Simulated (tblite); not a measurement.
C7H9ClSi.
SMILES with atom numbers: `[SiH3:1][C@@:2]12[CH:3]=[CH:4][C@@H:5]1[C:6]([CH2:7][Cl:8])=[CH:9]2` (hydrogens: H10, H11, H12 on Si1; H13 on C3; H14 on C4; H15 on C5; H16, H17 on C7; H18 on C9)

The geometry is computed with GFN2-xTB (gas phase).

Some entries are withheld. Bonds in one row agree within 0.01 Å.

```csv
coordinate,value
Si1–C2,1.886 Å
C2–C3,?
C3=C4,?
C4–C5,1.508 Å
C5–C6,1.513 Å
C6–C7,1.474 Å
C7–Cl8,?
C6=C9,?
C2–C5,1.567 Å
C2–C9,1.511 Å
"Si1–H10, Si1–H11, Si1–H12",1.463 Å
C3–H13,1.074 Å
C4–H14,1.074 Å
C5–H15,1.084 Å
C7–H16,1.090 Å
C7–H17,1.091 Å
C9–H18,1.074 Å
Si1–C2–C3,120.7°
Si1–C2–C5,122.4°
Si1–C2–C9,120.0°
C3–C2–C5,85.4°
C3–C2–C9,112.7°
C5–C2–C9,85.7°
C2–C3–C4,?
C3–C4–C5,94.6°
C4–C5–C6,114.2°
C2–C5–C4,?
C2–C5–C6,?
C5–C6–C7,129.5°
C5–C6–C9,94.4°
C7–C6–C9,136.0°
C6–C7–Cl8,109.7°
C2–C9–C6,94.4°
```

Question: Estimate the withheld lengths and angles.

Answer: 
- C2–C3 = 1.513 Å, drawn single (sp3 carbon bound to silicon to alkene CH carbon); 0.02 Å above the sum of covalent radii, 1.49 Å.
- C3=C4 = 1.329 Å, drawn double (both ends alkene CH carbon); 0.13 Å below the sum of covalent radii, 1.46 Å.
- C7–Cl8 = 1.806 Å, drawn single (sp3 C–Cl carbon to alkyl chlorine); 0.03 Å above the sum of covalent radii, 1.78 Å.
- C6=C9 = 1.335 Å, drawn double (fully substituted alkene carbon to alkene CH carbon); 0.13 Å below the sum of covalent radii, 1.46 Å.
- C2–C3–C4 = 94.4°, at the alkene CH carbon, inside a 4-membered ring; the outer atoms are 2.090 Å apart.
- C2–C5–C4 = 85.6°, at the sp3 carbon at a ring junction, inside a 4-membered ring; the outer atoms are 2.090 Å apart.
- C2–C5–C6 = 85.5°, at the sp3 carbon at a ring junction, inside a 4-membered ring; the outer atoms are 2.091 Å apart.

Radii are Cordero's, carbon taken as 0.76, 0.73 or 0.69 Å for four, three, and two or fewer neighbours.

Its GFN2-xTB frequencies are all real (lowest 37 cm⁻¹). The numbers are those of one conformer (C5–C6–C7–Cl8 71°). 3 starts were optimised and ended at 0.00, 0.09 and 0.62 kcal/mol (GFN2-xTB); the lowest of these is shown.
